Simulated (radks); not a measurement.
Effect of the nuclear size on the samarium ion Sm+, [Xe] 4f6 6s1. Calculated with a radial shooting solver on a logarithmic mesh with Libxc functionals: Dirac Kohn-Sham, exchange-only LDA, spin-unpolarised, spherical densities, finite nucleus; open shells are shared between the two j in proportion to 2j + 1; Fermi nuclear charge, rms radius 5.0819 fm. The rms radius is varied about that value; shifts are against it.

| rms radius (fm) | total energy shift (eV) | density at nucleus (e/bohr^3) | 1s1/2 shift (meV) | 2s1/2 shift (meV) | 5s1/2 shift (meV) | 5p1/2 shift (meV) | 6s1/2 shift (meV) | 4f7/2 shift (meV) |
|---|---|---|---|---|---|---|---|---|
| 4.4314 | -4.03 | 5.486e+05 | -1660 | -211 | -1.63 | 0.134 | -0.145 | 0.256 |
| 4.7414 | -2.16 | 5.398e+05 | -893 | -113 | -0.875 | 0.072 | -0.078 | 0.138 |
| 5.0819 | 0 | 5.31e+05 | 0.000 | 0.000 | 0.000 | 0.000 | 0.000 | 0.000 |
| 5.2903 | 1.38 | 5.259e+05 | 570 | 72.1 | 0.558 | -0.046 | 0.050 | -0.088 |
| 5.7781 | 4.77 | 5.15e+05 | 1970 | 249 | 1.93 | -0.158 | 0.172 | -0.304 |

Slopes of the eigenvalues against <r^2> in GHz/fm^2, as finite differences over the two radii next to the reference (eigenvalue slopes, not the field-shift constants of lines): 1s1/2 64200, 2s1/2 8130, 5s1/2 62.9, 5p1/2 -5.15, 6s1/2 5.61, 4f7/2 -9.89.
